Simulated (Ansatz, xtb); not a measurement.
Molecule: C₃H₅O₂, net charge -1, singlet state. It need not be the lowest isomer of its formula. Whether it binds its extra electron was not tested at this geometry. 
Structure (B3LYP-D3(BJ)/def2-TZVP (Ansatz, an electronic-structure program) minimum search):
```
C
C 1 1.3724
O 2 1.2584 1 131.05
H 1 1.0832 2 118.77 3 180.00
O 2 1.4333 3 114.50 1 -180.00
H 5 0.9658 2 100.40 3 0.00
C 1 1.4971 4 119.87 2 180.00
H 7 1.0933 1 108.85 4 -180.00
H 7 1.1045 8 106.96 1 -123.59
H 7 1.1045 8 106.96 9 -112.81
```
Charge -1, spin multiplicity 1.

Harmonic wavenumbers from GFN2-xTB (xtb, at its own minimum), cm⁻¹: 154, 194, 218, 400, 449, 572, 580, 666, 832, 1004, 1055, 1071, 1141, 1165, 1383, 1404, 1505, 1530, 1776, 2800, 2853, 3014, 3033, 3530.

Question: Give the harmonic wavenumbers at B3LYP-D3(BJ)/def2-TZVP (Ansatz, finite differences of forces, unscaled).

Answer: 101, 185, 252, 413, 483, 584, 598, 740, 833, 1005, 1059, 1080, 1155, 1228, 1375, 1436, 1480, 1500, 1706, 2873, 2892, 3057, 3151, 3759 cm⁻¹. Zero-point energy 47.1 kcal/mol.

Question: From these and the geometry, give the ideal-gas thermochemistry at 298.15 K and 1 atm (rigid rotor, harmonic oscillator).

Answer: Point group Cs, rotational symmetry number 1. Rotational constants 10.74, 3.759, 2.833 GHz. S(trans) 38.78, S(rot) 25.44, S(vib) 10.80, S(elec, spin only) 0.00, S 75.0 cal/(mol K). H(298) - H(0) 4.24 kcal/mol; G - E(el) 29.0 kcal/mol.
